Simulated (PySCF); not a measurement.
Finite-field polarisability of Ne (neon, neutral)

[Ne], closed-shell 1S. Computed with PySCF 2.14 in aug-cc-pVDZ-DK, with scalar relativity by spin-free X2C-1e. Frozen: 1s2. Energy changes in a uniform field (μhartree):

```csv
axis,F (au),HF,MP2,CCSD,CCSD(T)
x,0.01,-91.732,-99.614,-98.655,-99.190
x,0.02,-367.032,-398.600,-394.760,-396.901
```

Q: Derive α along x at CCSD(T) from the two fields.

A: With ΔE = −αF²/2 − γF⁴/24, α = −(16 ΔE(F) − ΔE(2F))/(6F²) = 1.984 bohr³.

Q: And the mean polarisability at each level?

A: HF 1.834, MP2 1.992, CCSD 1.973, CCSD(T) 1.984 bohr³. Reference: 2.661 bohr³ (recommended; Schwerdtfeger and Nagle, table of static dipole polarizabilities (2023 update)).

CCSD(T) lies more than 5 % below the reference, which points to too few diffuse and polarisation functions.

A double-zeta set is small for polarisabilities.
